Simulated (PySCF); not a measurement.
# IO₂, doublet: structure and spectrum

Computed with UB3LYP/[I def2-TZVP with ECP28, O def2-TZVP], scalar-relativistic core potentials, density fitting, no spin–orbit coupling, PySCF.

The structure is a minimum.

Coordinates in bohr (charge 0 multiplicity 2):
```
I     0.1952    0.3445    0.0000
O    -0.7717   -1.3616    2.8015
O    -0.7717   -1.3616   -2.8015
```

```
Point group                                                                   : C2v
Bond lengths                                                                  : I–O 1.810 Å (×2)
Bond angles                                                                   : O–I–O 110.0°
Heat capacity Cp at 298.15 K                                                  : 45.9 J/(mol K)
Principal polarisabilities                                                    : 23.7, 33.6, 54.6 bohr³
Dipole moment                                                                 : 3.83 D
Entropy at 298.15 K and 1 bar (electronic part: spin only)                    : 279.5 J/(mol K)
Rotational symmetry number                                                    : 2
Zero-point energy                                                             : 11.2 kJ/mol
Spin squared ⟨S²⟩                                                             : 0.756
Highest occupied level (α)                                                    : -7.44 eV
Atomisation energy without zero-point energy                                  : 490 kJ/mol
Principal quadrupole moments (Buckingham, traceless) about the centre of mass : -7.52, 2.17, 5.36 D Å
Lowest empty level (β)                                                        : -4.70 eV
Rotational constants                                                          : 0.6127, 0.2398, 0.1723 cm⁻¹
Enthalpy at 298.15 K above 0 K                                                : 11.53 kJ/mol
```

Harmonic modes (masses in u: I 126.904, O 15.995):
| symmetry | ω (cm⁻¹) | IR (km/mol) | μ (u) |
| --- | --- | --- | --- |
| a1 | 270 | 16.7 | 17.83 |
| a1 | 795 | 4.6 | 17.25 |
| b2 | 812 | 33.9 | 18.31 |

In C2v the vibrations span 2a1 + b2. Here b1 is antisymmetric to the molecular plane and b2 lies in it.

Charges (e):
```json
{"atom": "I1", "Mulliken": "1.01", "Löwdin": "1.02", "polar tensor": "0.84", "spin (Mulliken)": "0.36", "Mayer order to I1": "–"}
{"atom": "O2,3", "Mulliken": "-0.51", "Löwdin": "-0.51", "polar tensor": "-0.42", "spin (Mulliken)": "0.32", "Mayer order to I1": "1.63"}
```

Mulliken populations on I1 (electrons outside its core potential): s 3.90, p 9.55, d 10.43, f 0.11.

Other isomers or separated fragments may lie lower. With an element this heavy the missing spin–orbit coupling can shift these numbers.

The final relaxation and frequency run took 42 s on 4 threads of a shared Arm Neoverse N1 host, with 112 basis functions and 9 gradients; the process peaked at 0.97 GiB.
